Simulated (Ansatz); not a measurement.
The inner images of a band of AlCl₂H₅OSi (10 atoms, charge 0, multiplicity 1) are given out of order.

Theory: RKS BLYP-D4/6-31G* (Ansatz 0.2.0).

Initial state:

```xyz
10
Properties=species:S:1:pos:R:3
Al -0.081 0.019 0.145
H 0.128 0.758 1.529
Cl 1.517 0.085 -1.293
Cl -2.048 -0.014 -0.748
O -0.021 -1.866 0.736
Si -0.673 -3.277 -0.075
H 0.154 -4.408 0.438
H -2.100 -3.450 0.305
H -0.473 -3.026 -1.519
H 0.325 -1.993 1.644
```

Final state:

```xyz
10
Properties=species:S:1:pos:R:3
Al 0.076 -0.373 -0.592
H -0.238 0.167 2.150
Cl 1.960 0.566 -0.667
Cl -1.656 0.779 -0.944
O -0.015 -2.049 -0.356
Si -0.672 -3.571 -0.182
H 0.430 -4.582 -0.156
H -1.442 -3.655 1.100
H -1.592 -3.881 -1.321
H -0.122 -0.573 2.130
```

Q: Put them in order from the first end to the last, with their energies above the first end.
A.
```xyz
10
Properties=species:S:1:pos:R:3
Al 0.010 -0.106 -0.089
H 0.140 -0.197 1.645
Cl 1.743 0.682 -1.012
Cl -1.907 0.520 -0.750
O 0.078 -1.922 0.296
Si -0.704 -3.415 -0.001
H 0.182 -4.507 0.493
H -2.009 -3.446 0.722
H -0.913 -3.521 -1.473
H 0.109 -1.261 1.329
```
B.
```xyz
10
Properties=species:S:1:pos:R:3
Al -0.005 0.050 0.043
H 0.104 0.208 1.634
Cl 1.718 0.593 -1.097
Cl -1.916 0.390 -0.865
O 0.065 -1.901 0.388
Si -0.713 -3.412 -0.006
H 0.187 -4.492 0.491
H -2.024 -3.462 0.697
H -0.851 -3.429 -1.481
H 0.164 -1.717 1.357
```
C.
```xyz
10
Properties=species:S:1:pos:R:3
Al -0.049 0.041 0.107
H 0.036 0.550 1.608
Cl 1.648 0.410 -1.153
Cl -1.951 0.078 -0.903
O 0.074 -1.888 0.555
Si -0.715 -3.336 -0.038
H 0.140 -4.458 0.446
H -2.077 -3.427 0.554
H -0.722 -3.216 -1.513
H 0.344 -1.926 1.499
```
D.
```xyz
10
Properties=species:S:1:pos:R:3
Al -0.004 -0.336 -0.366
H 0.123 -0.085 1.898
Cl 1.739 0.728 -0.876
Cl -1.888 0.563 -0.680
O 0.101 -2.008 -0.019
Si -0.695 -3.470 -0.112
H 0.196 -4.535 0.438
H -1.965 -3.449 0.685
H -1.015 -3.754 -1.543
H 0.137 -0.826 1.737
```
E.
```xyz
10
Properties=species:S:1:pos:R:3
Al 0.004 -0.364 -0.566
H 0.012 0.126 2.149
Cl 1.842 0.638 -0.783
Cl -1.789 0.732 -0.739
O -0.013 -2.049 -0.365
Si -0.699 -3.559 -0.195
H 0.350 -4.521 0.261
H -1.802 -3.527 0.817
H -1.252 -4.026 -1.505
H 0.075 -0.620 2.088
```

A: C (+0.03 eV), B (+0.19 eV), A (+0.73 eV), D (-0.25 eV), E (-0.37 eV).

The run took 2.3 min on 2 threads of Intel(R) Xeon(R) 6975P-C (Granite Rapids), on a shared host, peak memory 0.17 GiB.
